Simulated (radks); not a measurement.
All-electron atom: Ga I in [Ar] 3d10 4s2 4d1 (not the ground configuration).

Method: scalar-relativistic Kohn-Sham, PBEsol, spin-polarised, spherical densities, point nucleus; open shells are filled with parallel spins first; computed with a radial shooting solver on a logarithmic mesh with Libxc functionals.

Energy parts (hartree):
part                       energy
total                 -1942.31289
kinetic                1975.15584
electron-nucleus      -4677.12162
Hartree                 833.49015
exchange-correlation    -73.83726

Orbitals (lengths in bohr, moments of r in powers of bohr):
orbital,occ.,eigenvalue (hartree),<r^4>
1s up,1,-375.8032,0.00002605
1s down,1,-375.8032,0.00002605
2s up,1,-46.52923,0.005450
2s down,1,-46.52920,0.005450
2p up,3,-40.54016,0.004014
2p down,3,-40.54013,0.004014
3s up,1,-5.61190,0.3928
3s down,1,-5.61186,0.3929
3p up,3,-3.80781,0.5231
3p down,3,-3.80778,0.5231
3d up,5,-0.88488,1.934
3d down,5,-0.88482,1.929
4s up,1,-0.47935,53.74
4s down,1,-0.47739,53.35
4d up,1,-0.02835,16140

The highest occupied level is 4d up at -0.771 eV. The density falls to 0.001 e/bohr^3 at r = 3.85 bohr. Summed over all electrons, <r^2> = 124.4 bohr^2, which gives a Langevin (diamagnetic) susceptibility term of -98.5 x 10^-6 cm^3/mol. Spin moment in Bohr magnetons: 1.
